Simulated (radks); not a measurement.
The mean radii <r> (bohr) of the occupied orbitals of an atom or ion are listed with their occupations. Calculated with a radial shooting solver on a logarithmic mesh with Libxc functionals: Dirac Kohn-Sham, BLYP, spin-unpolarised, spherical densities, finite nucleus; Fermi nuclear charge, rms radius of each element as measured or else 0.836 A^(1/3) + 0.57 fm.

orbital  occ.      <r>
1s1/2       2  0.01579
2s1/2       2  0.06524
2p1/2       2  0.05343
2p3/2       4  0.06223
3s1/2       2   0.1606
3p1/2       2   0.1504
3p3/2       4   0.1638

Name the element and its charge. Open shells, if any, fill j = l - 1/2 first.

Answer. Z = 83, bismuth, charge +65: Bi65+ in [Ar]. The 1s radius gives Z: for a bare nucleus <r> = (2 gamma + 1)/(2Z) with gamma = sqrt(1 - (Z/c)^2), 0.01561 bohr for Z = 83, and screening makes it slightly larger (0.01579 here). The occupations add up to 18, and the charge is Z minus that.
